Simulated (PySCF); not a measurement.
Geometry (Å), atoms numbered from 1 in this order:
```xyz
16

C    -1.4549    1.5553    0.5312
C    -1.3655    0.2780    0.2043
C    -2.3135   -0.8488    0.1490
C    -1.3588   -1.7196   -0.2430
C    -0.3090   -0.6885   -0.2409
C     0.9816   -0.6799   -0.5398
C     1.8691    0.5317   -0.4822
C     2.8643    0.3628    0.5492
N     3.6486    0.2114    1.3665
H    -2.3971    1.9811    0.8346
H    -0.6126    2.2250    0.5213
H    -3.3645   -0.9238    0.3541
H    -1.3408   -2.7676   -0.4742
H     1.4655   -1.6014   -0.8382
H     1.2888    1.4301   -0.2670
H     2.3912    0.6632   -1.4364
```

How the numbers were obtained: GIAO PBE0/pcSseg-1 shieldings, GFN2-xTB structure, in PySCF 2.14 (one averaged value for each set of equivalent atoms, non-relativistic Hamiltonian, one computed conformer, gas phase).

δ = σ(ref) − σ, references computed at the same level: 13C (σ = 186.93 ppm) and 1H (σ = 31.72 ppm) against TMS; 15N (σ = 267.73 ppm) vs NH3.

```tsv
atoms	nucleus	count	δ (ppm)
C5	13C	1	?
H10	1H	1	?
C4	13C	1	?
H13	1H	1	?
H15/H16	1H	2	3.17
H12	1H	1	7.22
H11	1H	1	5.14
C6	13C	1	?
H14	1H	1	5.31
C1	13C	1	104.3
N9	15N	1	299.2
C2	13C	1	154.9
C7	13C	1	17.9
C3	13C	1	156.4
C8	13C	1	121.3
```

Question: Complete the table.

Answer: 
- C4: 155.6 ppm, alkene CH; as expected for a trigonal carbon in a double bond
- C5: 151.5 ppm, fully substituted alkene carbon; the olefinic region
- C6: 111.1 ppm, alkene CH; the olefinic region
- H13: 7.18 ppm, hydrogen on an alkene CH; olefinic region
- H10: 5.16 ppm, hydrogen on a terminal =CH2 carbon; olefinic region

Shifts are as computed. Against solution values, carbons near 30 ppm lie about +3 ppm off and those near 130 ppm about +5 ppm. Of 1211 compounds with measured shifts, 218 miss one by over three times the rms of a fit or turn the order of signals round; such compounds aren't used in these exercises. Experimental scales use liquid or dissolved standards, which lie at an offset from isolated NH3 (liquid NH3: subtract about 20 ppm). Unscaled 15N shifts of sp2 nitrogen come out 20 to 40 ppm too high even then.
